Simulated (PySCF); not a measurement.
PySCF input for Se(NH2)(SiH3) (H₅NSeSi), SMILES N[Se][SiH3], HF/pcSseg-1. Geometry optimised at PBE-D3(BJ)/def2-SVP. The values are those of a single conformer.

```python
import numpy as np
from pyscf import gto, scf, dft
from pyscf.prop.nmr import rhf as nmr

mol = gto.M(
    atom='''
    Se    0.48572001    0.52694847    0.00000000
    N    -1.32449463    1.15961911    0.00000000
    H    -1.41413880    1.77160107    0.82426578
    H    -1.41413880    1.77160106   -0.82426578
    Si   -0.23601728   -1.65487667   -0.00000000
    H     1.00042384   -2.51589079    0.00000000
    H    -1.05546117   -1.94630980    1.22579418
    H    -1.05546117   -1.94630980   -1.22579417
    ''',
    basis='pcSseg-1',
    charge=0,
    spin=0,
    max_memory=1600,
    verbose=3,
)
mf = scf.RHF(mol)
mf.conv_tol = 1e-10
mf.max_cycle = 100
mf.kernel()
n = nmr.NMR(mf)
n.verbose = 2
n.max_cycle_cphf = 60
sigma = n.kernel()
print('atom   isotropic/ppm   span/ppm')
for i, s in enumerate(sigma):
    w = np.linalg.eigvalsh((s + s.T) / 2)
    print(f'{mol.atom_symbol(i):2s}{i + 1:3d} {w.mean():14.3f} {w[2] - w[0]:11.3f}')
```

Output:

```
converged SCF energy = -2745.82142142352
atom   isotropic/ppm   span/ppm
Se  1       1688.498    1838.802
N   2        283.793      57.006
H   3         30.531      24.395
H   4         30.531      24.395
Si  5        438.773      93.628
H   6         27.177       9.682
H   7         26.963       9.930
H   8         26.963       9.930
```

Self-consistency was reached.
